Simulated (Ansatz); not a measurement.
Molecule: CH5BNO2, net charge 0, doublet state. It need not be the lowest isomer of its formula. 
Geometry from a B3LYP-D3(BJ)/def2-TZVP (Ansatz, a first-principles code) optimisation:
SMILES: CNB([O])O
```xyz
10

C     -1.8999     0.0266    -0.2550
N     -0.6429    -0.6736    -0.1045
B      0.6438    -0.0242     0.0741
O      1.3768    -0.5879     1.0316
O      0.9176     1.1041    -0.6638
H     -2.4471     0.1034     0.6907
H     -1.7087     1.0273    -0.6355
H     -2.5388    -0.5025    -0.9683
H     -0.7121    -1.6167     0.2501
H      1.7324     1.5348    -0.3875
```
Charge 0, spin multiplicity 2.

Atomisation energy built up term by term with Ansatz (kcal/mol; UHF references for open shells; valence terms freeze the core; atomic spin-orbit terms are left out). CBS marks a two-point X^-3 extrapolation of the correlation energy; Hartree-Fock from the larger set.

```csv
term,basis,kcal/mol
Hartree-Fock,cc-pVQZ,681.76
CCSD correlation,"CBS(cc-pVTZ,cc-pVQZ)",250.28
(T),"CBS(cc-pVTZ,cc-pVQZ)",17.60
core correlation,cc-pwCVTZ,3.97
scalar relativity (X2C),cc-pVTZ-DK against cc-pVTZ,-0.99
sum: De,,952.6
```

(T) makes 1.9 % of the CCSD(T) atomisation energy; under 5 % is typical of single-reference molecules.
